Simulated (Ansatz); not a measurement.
Geometry optimisation, Ansatz, RKS PBE0-D4/6-31G*.

Input:

```yaml
crystal:
  periodic: [false, false, false]
  atoms:
    - { symbol: Si, position_ang: [-0.010031, -0.07874, 0.269561] }
    - { symbol: H, position_ang: [0.410563, 0.042677, 1.65449] }
    - { symbol: O, position_ang: [1.488593, -0.564726, -0.233777] }
    - { symbol: H, position_ang: [2.165991, -0.316365, 0.402026] }
    - { symbol: O, position_ang: [-0.582785, 1.343135, -0.310852] }
    - { symbol: H, position_ang: [-1.271264, 1.253937, -0.980604] }
    - { symbol: O, position_ang: [-1.136728, -1.206972, -0.134715] }
    - { symbol: H, position_ang: [-0.834638, -2.121447, -0.126829] }
basis:
  gaussian: { orbitals: "6-31G*" }
hamiltonian:
  xc: pbe0
  dispersion: d4
relax:
  f_tol: 0.03
  max_steps: 50
```

Launched with:

```bash
$ ansatz run input.yaml --threads 2 --pin off --max-ram 3072MiB --backend cpu --events-out ev --progress --plain --runs-dir out
```

Problem. Where does it end, and by what steps?

Solution. The run converged. After 7 steps the energy has fallen by 0.243 eV; H4 moved furthest, 0.45 Å.

| step | energy less start (eV) | largest force component (eV/Å) | accepted |
| --- | --- | --- | --- |
| 0 | 0.0000 | 1.002 | yes |
| 1 | -0.1871 | 0.269 | yes |
| 2 | -0.2031 | 0.183 | yes |
| 3 | -0.2088 | 1.056 | yes |
| 4 | -0.2409 | 0.158 | yes |
| 5 | -0.2423 | 0.046 | yes |
| 6 | -0.2427 | 0.139 | yes |
| 7 | -0.2433 | 0.026 | yes |

```xyz
8
Properties=species:S:1:pos:R:3
Si -0.047 -0.120 0.411
H 0.091 0.125 1.863
O 1.376 -0.672 -0.234
H 2.165 -0.162 -0.019
O -0.558 1.323 -0.193
H -0.919 1.279 -1.087
O -1.140 -1.290 0.022
H -0.737 -2.132 -0.223
```

Time of the run: 9.9 s on 2 threads of Arm Neoverse V2, on a shared host, peak memory 0.13 GiB.
